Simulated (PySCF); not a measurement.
Radial density of Ge (germanium, neutral)

MN15, [Ar] 3d10 4s2 4p2, high-spin 3P determinant. All numbers are calculated (PySCF 2.14, scalar relativity through the core potential, in cc-pVTZ-PP with ECP10MDF (5s4p3d1f, 39 functions)). This is the valence pseudo-density: the core potential removes the inner electrons and smooths the orbitals near the nucleus.

```tsv
r (bohr)	4πr²ρ (e/bohr)	4πr²(ρα − ρβ)
0.000946	1.012e-05	0.0000
0.00159	2.845e-05	0.0000
0.00268	7.913e-05	0.0000
0.00450	0.0002138	0.0000
0.00757	0.0005404	0.0000
0.0127	0.001231	0.0000
0.0214	0.002613	0.0000
0.0360	0.006166	0.0000
0.0606	0.03468	0.0000
0.102	0.3305	-0.0007
0.171	2.471	-0.0031
0.288	11.98	0.0202
0.485	28.09	0.0853
0.816	16.67	-0.0099
1.37	3.732	0.3853
2.31	1.763	0.7928
3.88	0.4645	0.3343
6.53	0.02666	0.0247
11.0	2.458e-05	0.0000
```

Energies and moments cover only the electrons outside the core potential.

Question: Where is the radial spin density 4πr²(ρα − ρβ) most negative, and why is it negative at all?

Answer: Around r = 0.816 bohr, down to -0.0099 e/bohr: exchange with the open shell polarises the paired shells in an unrestricted calculation.
